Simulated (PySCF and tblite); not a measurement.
The numbers below are computed, except where a source is named.
Stationary points of CH$_{4}$GeO$_{2}$ at B3LYP-D3(BJ)/def2-SVP, in Å:

Structure A

```
 1 O     0.976    0.937   -0.006
 2 C     1.429   -0.230    0.103
 3 O     0.626   -1.197    0.069
 4 Ge   -1.030    0.165   -0.099
 5 H     2.513   -0.404    0.230
 6 H    -1.770   -0.995   -0.802
 7 H    -1.375    0.273    1.391
 8 H    -1.369    1.451   -0.886
```

Structure B

```
 1 O     1.393    1.107    0.548
 2 C     1.512   -0.029    0.158
 3 O     0.509   -0.803   -0.233
 4 Ge   -1.174   -0.029   -0.147
 5 H     2.485   -0.560    0.081
 6 H    -2.045   -1.187   -0.652
 7 H    -1.470    0.332    1.314
 8 H    -1.202    1.178   -1.094
```

Geometries: B3LYP-D3(BJ)/def2-SVP; energies: PBE/pcSseg-1 + D3(BJ); zero-point and thermal terms from GFN2-xTB harmonic modes (soft modes blended into free rotors).

**Question.** Which structure is a saddle point, and along which motion?

**Answer.** A: one imaginary mode (292i cm⁻¹ at GFN2-xTB, mostly on O3, O1, H8), along the shift of Ge4 from O3 to O1.

**Question.** Give their symmetry and energies above the lowest.

**Answer.** A Cs, 10.2 kcal/mol; B Cs, 0.0 kcal/mol.

Spin–orbit effects of heavy atoms on shieldings are missing.
